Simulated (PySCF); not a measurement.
# Se²⁺ (selenium, charge +2) across methods

[Ar] 3d10 4s1 4p2 5s1, high-spin 5P determinant (an excited configuration). Computed with PySCF 2.14 in aug-cc-pwCVDZ-PP with ECP10MDF (6s5p4d1f, 48 functions), with scalar relativity through the core potential. The B2PLYP total includes its PT2 part (frozen core); its orbital energies are those of the SCF part.

```json
{"method": "r2SCAN", "E (hartree)": "-370.9137", "mean ε 4s α (eV)": "-45.255", "mean ε 4p α (eV)": "-31.965", "mean ε 5s α (eV)": "-13.963", "Σ⟨r²⟩ (bohr²)": "37.81", "⟨S²⟩": "6.001"}
{"method": "B97-3", "E (hartree)": "-371.0708", "mean ε 4s α (eV)": "-46.368", "mean ε 4p α (eV)": "-32.754", "mean ε 5s α (eV)": "-14.472", "Σ⟨r²⟩ (bohr²)": "37.67", "⟨S²⟩": "6.000"}
{"method": "LDA", "E (hartree)": "-370.4654", "mean ε 4s α (eV)": "-44.384", "mean ε 4p α (eV)": "-31.251", "mean ε 5s α (eV)": "-14.207", "Σ⟨r²⟩ (bohr²)": "37.08", "⟨S²⟩": "6.001"}
{"method": "PBE0", "E (hartree)": "-371.0158", "mean ε 4s α (eV)": "-46.427", "mean ε 4p α (eV)": "-32.810", "mean ε 5s α (eV)": "-14.503", "Σ⟨r²⟩ (bohr²)": "37.53", "⟨S²⟩": "6.001"}
{"method": "B2PLYP", "E (hartree)": "-370.6558", "mean ε 4s α (eV)": "-48.601", "mean ε 4p α (eV)": "-34.188", "mean ε 5s α (eV)": "-14.864", "Σ⟨r²⟩ (bohr²)": "37.82", "⟨S²⟩": "6.000"}
{"method": "PBE", "E (hartree)": "-371.0395", "mean ε 4s α (eV)": "-44.145", "mean ε 4p α (eV)": "-31.210", "mean ε 5s α (eV)": "-13.984", "Σ⟨r²⟩ (bohr²)": "37.31", "⟨S²⟩": "6.001"}
{"method": "PBEsol", "E (hartree)": "-370.6799", "mean ε 4s α (eV)": "-44.197", "mean ε 4p α (eV)": "-31.207", "mean ε 5s α (eV)": "-14.006", "Σ⟨r²⟩ (bohr²)": "37.26", "⟨S²⟩": "6.001"}
{"method": "UHF", "E (hartree)": "-369.90486", "mean ε 4s α (eV)": "-52.232", "mean ε 4p α (eV)": "-36.717", "mean ε 5s α (eV)": "-15.742", "Σ⟨r²⟩ (bohr²)": "37.07", "⟨S²⟩": "6.001"}
```

**Question.** Estimate the same row for BLYP.

**Answer.** E (hartree) = -371.0001; mean ε 4s α (eV) = -43.919; mean ε 4p α (eV) = -30.906; mean ε 5s α (eV) = -13.811; Σ⟨r²⟩ (bohr²) = 37.34; ⟨S²⟩ = 6.000.

Energies and moments cover only the electrons outside the core potential. The outer electron is Rydberg-like, and this basis confines it to a smaller radius and binds it less than a complete one would.
